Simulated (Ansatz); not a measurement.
Ligand exchange: CH3Cl + Cd(CH3)(NH2) → CH5N + Cd(CH3)Cl

Species: CH3Cl `CCl`, singlet; Cd(CH3)(NH2), singlet; CH5N (methylamine) `CN`, singlet; Cd(CH3)Cl, singlet. The partners trade Cl for NH2: C–Cl and Cd–NH2 bonds give way to C–NH2 and Cd–Cl.

Shapes, held fixed at every level: PBE0-D4/def2-TZVP. Programs: Ansatz 0.2.0. Electronic energies: no zero-point or thermal term.

```tsv
level	kind	ΔE (kJ/mol)	less CCSD(T)/def2-TZVPP
PBE-D4/def2-TZVPP	GGA	-120.0	+3.6
r2SCAN-D4/def2-TZVPP	meta-GGA	-128.2	-4.6
BHLYP-D4/def2-TZVPP	global hybrid	-142.6	-19.0
PBE0-D4/def2-TZVPP	global hybrid	-131.9	-8.3
r2SCAN0-D4/def2-TZVPP	global hybrid	-136.6	-13.0
B2PLYP/def2-TZVPP	double hybrid	-126.5	-2.9
MP2/def2-TZVPP	perturbation theory	-119.1	+4.5
CCSD(T)/def2-TZVPP	coupled cluster or CI	-123.6	0.0
```

The highest level, CCSD(T)/def2-TZVPP, gives ΔE = -123.6 kJ/mol; the levels span -142.6 to -119.1. The column of differences is taken from that level and isn't an error. No measured value is set beside it here. For atoms past krypton def2 sets carry core potentials with scalar relativity. Correlated rows may include outer-core shells of Cd, which these sets cover unevenly.
